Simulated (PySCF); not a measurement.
# Structure from 2D NMR

Compound of formula C₇H₄FNO. Correlations simulated from computed shifts and the bond graph:

HSQC (one-bond C–H):
```
  δH     δC
8.82  146.0
7.82  134.9
7.72  110.8
7.33  114.6
```

COSY cross peaks (H two or three bonds apart, from the bond graph; peaks can be absent where the dihedral angle is near 90°):
```
  δH    δH
7.82  7.72
7.82  7.33
```

HMBC (two and three bonds, from the bond graph):
```
  δH                          δC
8.82         172.8, 165.6, 118.7
7.82  172.8, 165.6, 114.6, 110.8
7.72  172.8, 134.9, 118.7, 114.6
7.33  165.6, 134.9, 118.7, 110.8
```

Carbons without hydrogens: δ 172.8, 165.6, 118.7.

[PySCF: geometry: GFN2-xTB; PBE0/pcSseg-1 with gauge-including orbitals; a single conformation; isolated molecule; non-relativistic Hamiltonian]

Referencing at the same level of theory: ¹H and ¹³C against TMS.

Exchangeable hydrogens are left out of these lists.

Q: Which molecule is this?

A: SMILES Fc1cccc2oncc12.

Atoms are numbered as in `[F:1][c:2]1[cH:3][cH:4][cH:5][c:6]2[o:7][n:8][cH:9][c:10]12` (H(Xn): hydrogen on atom n).

- δC 172.8 is C6, a ring-fusion aromatic carbon.
- δC 165.6 is C2, an aromatic carbon bearing fluorine.
- δC 146.0 is C9, an aromatic CH next to a ring nitrogen (δH 8.82).
- δC 134.9 is C4, an aromatic CH (δH 7.82).
- δC 118.7 is C10, a ring-fusion aromatic carbon.
- δC 114.6 is C3, an aromatic CH (δH 7.33).
- δC 110.8 is C5, an aromatic CH (δH 7.72).
- HMBC from δH 8.82 reaches the proton-free carbons C6, C2, C10.
- HMBC from δH 7.82 reaches the proton-free carbons C6, C2.
- HMBC from δH 7.72 reaches the proton-free carbons C6, C10.
- HMBC from δH 7.33 reaches the proton-free carbons C2, C10.
- COSY links 7.82–7.72, 7.82–7.33.

The shifts were computed for this structure.

Shifts are as computed. Against solution values, carbons near 30 ppm lie about +3 ppm off and those near 130 ppm about +5 ppm. Of 1211 compounds with measured shifts, 218 miss one by over three times the rms of a fit or turn the order of signals round; such compounds aren't used in these exercises.
